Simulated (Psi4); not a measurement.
isotetrasilane (H10Si4), singlet, geometry from GFN2-xTB; R2SCAN/def2-TZVPP run with Psi4.

Psi4 was given this input:
```
memory 2 GB

molecule mol {
0 1
Si   -0.013943    2.096145   -0.799137
Si    0.045585    0.145177    0.468989
Si    1.917449   -1.164269    0.022409
Si   -1.943508   -1.059271    0.365185
H     1.201375    2.904886   -0.678257
H    -0.161765    1.785203   -2.223628
H    -1.129175    2.980536   -0.453095
H     0.182806    0.582193    1.880747
H     3.182806   -0.445238    0.188248
H     1.895961   -1.645995   -1.361496
H     2.009720   -2.354500    0.871236
H    -1.958711   -2.233001    1.241405
H    -3.121993   -0.266619    0.723719
H    -2.179195   -1.556422   -0.993124
}

set {
  basis def2-tzvpp
  reference rks
}

energy('r2scan')
print_variables()
```

What the program printed (banner, timings and long lists left out):

```
   => Loading Basis Set <=

    Name: DEF2-TZVPP
    Role: ORBITAL
    Keyword: BASIS

         ---------------------------------------------------------
                                   SCF
               by Justin Turney, Rob Parrish, Andy Simmonett
                          and Daniel G. A. Smith
                              RKS Reference
         ---------------------------------------------------------

  ==> Geometry <==

    Molecular point group: c1
    Full point group: C1

    Geometry (in Angstrom), charge = 0, multiplicity = 1:

       Center              X                  Y                   Z               Mass
    ------------   -----------------  -----------------  -----------------  -----------------
         SI          -0.014577601658     2.094123614766    -0.805667458930    27.976926534650
         SI           0.044950398342     0.143155614766     0.462458541070    27.976926534650
         SI           1.916814398342    -1.166290385234     0.015878541070    27.976926534650
         SI          -1.944142601658    -1.061292385234     0.358654541070    27.976926534650
         H            1.200740398342     2.902864614766    -0.684787458930     1.007825032230
         H           -0.162399601658     1.783181614766    -2.230158458930     1.007825032230
         H           -1.129809601658     2.978514614766    -0.459625458930     1.007825032230
         H            0.182171398342     0.580171614766     1.874216541070     1.007825032230
         H            3.182171398342    -0.447259385234     0.181717541070     1.007825032230
         H            1.895326398342    -1.648016385234    -1.368026458930     1.007825032230
         H            2.009085398342    -2.356521385234     0.864705541070     1.007825032230
         H           -1.959345601658    -2.235022385234     1.234874541070     1.007825032230
         H           -3.122627601658    -0.268640385234     0.717188541070     1.007825032230
         H           -2.179829601658    -1.558443385234    -0.999654458930     1.007825032230

  Running in c1 symmetry.

  Rotational constants: A =      0.06228  B =      0.06228  C =      0.03375 [cm^-1]
  Rotational constants: A =   1867.18750  B =   1867.18658  C =   1011.83877 [MHz]
  Nuclear repulsion =  328.347788086878950

  Charge       = 0
  Multiplicity = 1
  Electrons    = 66
  Nalpha       = 33
  Nbeta        = 33

  ==> Algorithm <==

  SCF Algorithm Type is DF.
  DIIS enabled.
  MOM disabled.
[...]
   @DF-RKS iter   2: -1163.79591925325531   -7.38238e-02   1.53711e-03 ADIIS/DIIS
   @DF-RKS iter   3: -1163.88345909576265   -8.75398e-02   3.03473e-04 ADIIS/DIIS
   @DF-RKS iter   4: -1163.88989846580853   -6.43937e-03   7.40520e-05 DIIS
   @DF-RKS iter   5: -1163.89022315529451   -3.24689e-04   1.52660e-05 DIIS
   @DF-RKS iter   6: -1163.89023260317049   -9.44788e-06   1.65106e-06 DIIS
   @DF-RKS iter   7: -1163.89023270340772   -1.00237e-07   9.74171e-07 DIIS
  Energy and wave function converged.

  ==> Post-Iterations <==

   Electrons on quadrature grid:
      Ntotal   =   65.9999973638 ; deviation = -2.636e-06

    Orbital Energies [Eh]
    ---------------------

    Doubly Occupied:

[...]
    Virtual:

[...]
    Final Occupation by Irrep:
              A
    DOCC [    33 ]
    NA   [    33 ]
    NB   [    33 ]

  @DF-RKS Final Energy: -1163.89023270340772

   => Energetics <=

    Nuclear Repulsion Energy =            328.3477880868789498
    One-Electron Energy =               -2266.0179724376603190
    Two-Electron Energy =                 861.1178236105874930
    DFT Exchange-Correlation Energy =     -87.3378719632139706
    Empirical Dispersion Energy =           0.0000000000000000
    VV10 Nonlocal Energy =                  0.0000000000000000
    Total Energy =                      -1163.8902327034077189

Computation Completed

Properties will be evaluated at   0.000000,   0.000000,   0.000000 [a0]

Properties computed using the SCF density matrix

 Multipole Moments:

 ------------------------------------------------------------------------------------
     Multipole            Electronic (a.u.)      Nuclear  (a.u.)        Total (a.u.)
 ------------------------------------------------------------------------------------

 L = 1.  Multiply by 2.5417464519 to convert [e a0] to [Debye]
 Dipole X            :          0.0863624           -0.0791657            0.0071967
 Dipole Y            :          0.2750762           -0.2521281            0.0229481
 Dipole Z            :          0.8883346           -0.8144933            0.0738413
 Magnitude           :                                                    0.0776592

 ------------------------------------------------------------------------------------

  Variable Map:
  ----------------------------------------------------------------------------
[...]
  Array Variable Map:
  ----------------------------------------------------------------------------
[...]
[...]
```
